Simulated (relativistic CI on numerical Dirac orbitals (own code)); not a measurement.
Computed by Dirac-Coulomb-Breit CI, KLI orbitals optimised for each configuration, QED by a radiative potential, valence Slater integrals scaled by 0.85, P86 correlation energy added to each configuration (own radial code, finite nucleus).

Configuration list (outside the closed core [Ar]): 3d10, 3d9 4s, 3d9 4p, 3d8 4s2, 3d9 5s, 3d9 4d, 3d9 5p, 3d8 4s 4p, 3d9 4f, 3d9 6s, 3d9 5d, 3d9 6p, 3d9 5f, 3d9 5g, 3d9 6d, 3d9 6f, 3d8 4p2, 3d8 4s 5s. Levels of other configurations are missing.

For a near-neutral ion this model can misplace configurations by up to about 10,000 cm⁻¹ (more where the count of f electrons changes) and terms by 10 to 25 % of their spread. Rates follow the energies as ν³ (E1, M1) or ν⁵ (E2), so they and the lifetimes can be off by large factors. The fine structure of a lone outer electron comes out too small, for d and f at times inverted, and misplaced configurations move strength between like terms. 44 of the 56 excited levels that our extract of the measured tables holds in this range could be paired (the sources list more); they are missed by 10588 cm⁻¹ on average and 13957 at most, and levels without a partner can miss by more.

Outline of the computed level scheme of Zn III. Lowest level of each configuration: 3d10 1S_0 at 0.0000 eV; 3d9 4s 3D_3 at 8.8607 eV; 3d9 4p 3P°_2 at 16.0741 eV; 3d8 4s2 3F_4 at 22.1687 eV; 3d9 4d 3S_1 at 25.1417 eV; 3d9 5s 3D_3 at 25.2306 eV.

Some strong electric-dipole decays among the lowest 45 levels: 3d9 4p 1P°_1 → 3d10 1S_0 (2.1e+09 s⁻¹); 3d9 4d 3G_5 → 3d9 4p 3F°_4 (2.1e+09 s⁻¹); 3d9 4d 1G_4 → 3d9 4p 3F°_3 (1.7e+09 s⁻¹); 3d9 4d 3F_3 → 3d9 4p 3D°_2 (1.4e+09 s⁻¹); 3d9 4d 3S_1 → 3d9 4p 3P°_2 (1.4e+09 s⁻¹); 3d9 4d 3P_2 → 3d9 4p 3P°_2 (1.3e+09 s⁻¹); 3d9 4d 3F_4 → 3d9 4p 1F°_3 (1.1e+09 s⁻¹); 3d9 4d 3G_3 → 3d9 4p 3F°_2 (1.0e+09 s⁻¹).

Rates of lines that live on the mixing of spin multiplicities can be off by large factors.

LS names give the leading component of a level, which can be under half, so a name can repeat, a term be missing and a line seem to break the LS rules.
